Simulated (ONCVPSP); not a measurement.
# What one change does to a pseudopotential (helium, ONCV)

ONCVPSP 4.0.1 input, shortened (lines: element, Z, core and valence counts, functional; n l f; lmax; l rc ep ncon nbas qcut; lloc lpopt rc5 dvloc0; l nproj debl; icmod fcfact rcfact), PBE, scalar-relativistic:

```
  He 2.00    0    1        4      upf
    1    0    2.00
    1
    0    0.55    0.00    4    8   11.50
    1    0.45    0.33    4    7   15.70
    4    3    0.30    4.00
    0    2    2.10
    1    2    1.10
    0    0.00    0.00
```

Change: all radii scaled by about 1.08 (s 0.60, p 0.48 bohr); local potential polynomial inside 0.32 bohr (lpopt 3, dvloc0 4 Ha).

Cutoffs: the cutoffs (Ha) at which the residual kinetic energy of the hardest occupied pseudo-wave falls to 1 and 0.1 mHa per electron; they do not see the model core or the augmentation charge, which bear on the density cutoff. Errors are all-electron minus pseudo energies relative to the spin-unpolarised reference configuration.

Task: Predict the effect on cutoff, ghosts and configuration errors.

Result: The potential gets softer (74 Ha and 480 Ha → 64 Ha and 343 Ha); neither file shows a bound ghost. A larger radius leaves more room for a smooth pseudo-wave, so fewer plane waves are needed.

| quantity | base | changed |
| --- | --- | --- |
| cutoff, loose | 74 Ha | 64 Ha |
| cutoff, tight | 480 Ha | 343 Ha |
| bound ghosts | none | none |
| GHOST(+) flags under 300 eV | none | none |
| error for 1s1, meV [ΔE 26.96 eV] | +8.3 | +12 |
| error for 1s1.5, meV [ΔE 10.55 eV] | +1.0 | +1.6 |
